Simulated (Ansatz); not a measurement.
Reaction: BAsH3 (SMILES [BH][AsH2], doublet) → BAsH3 (SMILES [AsH]B, doublet)
Each species at its own B3LYP-D3(BJ)/def2-TZVP minimum (Ansatz, an electronic-structure program).

Total energies in hartree (Ansatz). Radicals and triplets start from unrestricted determinants; spin-orbit coupling is neglected. Cores are frozen in correlated methods (noble-gas shells, and filled d and f shells in the p block). No relativity.

```csv
species,HF/cc-pVTZ,CCSD(T)/cc-pVTZ,HF/cc-pVQZ,CCSD(T)/cc-pVQZ,CCSDT(Q)/cc-pVTZ
"1: BAsH3 (SMILES [AsH2][BH], doublet)",-2260.59558,-2260.85952,-2260.60046,-2260.87823,-2260.86134
"2: BAsH3 (SMILES [AsH]B, doublet)",-2260.64155,-2260.90526,-2260.64642,-2260.92346,-2260.90692
```

Task: Work out the isomerisation energy (electronic) in kJ/mol: take Hartree-Fock from cc-pVQZ, extrapolate the CCSD(T) correlation energy as X^-3 (X = 3, 4), and add CCSDT(Q) - CCSD(T) in cc-pVTZ. 1 hartree = 2625.5 kJ/mol.

Result: 
Species 1: correlation (64·(-0.27777) - 27·(-0.26394))/37 = -0.28786; step -0.00182; E1 = -2260.60046 + (-0.28786) + (-0.00182) = -2260.89014
Species 2: correlation (64·(-0.27704) - 27·(-0.26371))/37 = -0.28677; step -0.00166; E2 = -2260.64642 + (-0.28677) + (-0.00166) = -2260.93485
-1·E1 +1·E2 = -0.04471 hartree = -117.4 kJ/mol.
